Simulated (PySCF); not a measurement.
**IF⁺: from constants to spectrum**

r²SCAN constants of IF⁺, ²Π (doublet), unpaired electrons π ↑ (basis I x2c-SVPall, F x2c-SVPall; spin-free X2C with a Gaussian nucleus; PySCF 2.14; masses 126.9045 and 18.9984 u):

```
ωe           : 690.5 cm⁻¹
ωexe         : 3.09 cm⁻¹
Be           : 0.28531 cm⁻¹
αe           : 0.00166 cm⁻¹
De to I⁺ + F : 2.56 eV
```

What force constant and bond length do these constants imply?

Reduced mass μred = 16.525 u; k = 5.8918×10⁻⁷·μred·ωe² (u, cm⁻¹, mdyn/Å) = 4.64 mdyn/Å; Re = √(16.8576/(μred·Be)) (u, cm⁻¹, Å) = 1.891 Å.

Estimate the centrifugal constant D from the Kratzer relation and find the Dunham coefficient a1.

D = 4Be³/ωe² = 1.95e-07 cm⁻¹; a1 = −1 − αeωe/(6Be²) = -3.35.

These are scalar-relativistic numbers at best; spin–orbit coupling would shift them, the dissociation energy most. For an ion De counts to the pair picked by the measured ionisation energies or electron affinities, which need not be the lowest pair at this level. The state is the lowest determinant that a PBE0 search found; another state may lie lower at other levels.
